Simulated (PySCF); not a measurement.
C5H4FNO.
SMILES: `C=C(C#N)[C@@]1(F)CO1`

Computed with TDDFT CAM-B3LYP/def2-SVPD, vertical, gas phase, core orbitals frozen in the response in PySCF. Geometry: GFN2-xTB, one conformer, isolated molecule. Torsions of this conformer, `[CH2:1]=[C:2]([C:3]#[N:4])[C@@:5]1([F:6])[CH2:7][O:8]1`: C1–C2–C5–F6 3°.

```json
{"state": "S1", "E (eV)": "6.31", "E (kJ/mol)": "609", "λ (nm)": "196.5", "f": "0.317", "|μ| (D)": "3.64", "main configurations (H = HOMO, L = LUMO)": "H→L (87%)"}
{"state": "S2", "E (eV)": "6.58", "E (kJ/mol)": "635", "λ (nm)": "188.4", "f": "0.039", "|μ| (D)": "1.25", "main configurations (H = HOMO, L = LUMO)": "H-1→L (49%), H-3→L (34%)"}
{"state": "S3", "E (eV)": "6.89", "E (kJ/mol)": "665", "λ (nm)": "179.9", "f": "0.0056", "|μ| (D)": "0.46", "main configurations (H = HOMO, L = LUMO)": "H-3→L (50%), H-1→L (40%)"}
{"state": "S4", "E (eV)": "7.21", "E (kJ/mol)": "695", "λ (nm)": "172.1", "f": "0.016", "|μ| (D)": "0.76", "main configurations (H = HOMO, L = LUMO)": "H→L+1 (26%), H-2→L (23%), H→L+2 (18%)"}
{"state": "S5", "E (eV)": "7.23", "E (kJ/mol)": "697", "λ (nm)": "171.5", "f": "0.053", "|μ| (D)": "1.39", "main configurations (H = HOMO, L = LUMO)": "H-2→L (62%)"}
{"state": "S6", "E (eV)": "7.91", "E (kJ/mol)": "763", "λ (nm)": "156.7", "f": "0.0064", "|μ| (D)": "0.46", "main configurations (H = HOMO, L = LUMO)": "H-4→L (85%)"}
{"state": "S7", "E (eV)": "8.06", "E (kJ/mol)": "777", "λ (nm)": "153.9", "f": "0.013", "|μ| (D)": "0.66", "main configurations (H = HOMO, L = LUMO)": "H→L+1 (54%), H→L+3 (19%), H→L+2 (14%)"}
{"state": "S8", "E (eV)": "8.53", "E (kJ/mol)": "823", "λ (nm)": "145.3", "f": "0.037", "|μ| (D)": "1.07", "main configurations (H = HOMO, L = LUMO)": "H-5→L (30%), H-6→L (28%), H-7→L (14%)"}
```

Triplets (Tamm–Dancoff): T1 3.72 eV, H→L (89%); T2 6.19 eV, H-3→L (29%), H-2→L (26%), H-1→L (15%); T3 6.25 eV, H-3→L (21%), H-2→L (18%), H-5→L (14%).

The lowest singlet lies at 6.31 eV (197 nm, vacuum ultraviolet) and is strong; its leading configuration is HOMO→LUMO (87%). The lowest level is also the most intense of those listed (f = 0.317). Löwdin shares by element: HOMO carbon 58% or more, nitrogen 14% (atoms not listed hold the other 28%); LUMO carbon 69% or more, nitrogen 13% (atoms not listed hold the other 18%). Of the 8 states listed, 6 reach f = 0.01 and none stays under 0.0005. The listed states span 2.22 eV, and the widest gap between neighbours is 0.68 eV (S5 to S6). Weighted by f, the mean energy of these states is 6.71 eV. The window holds the lowest 8 singlets.
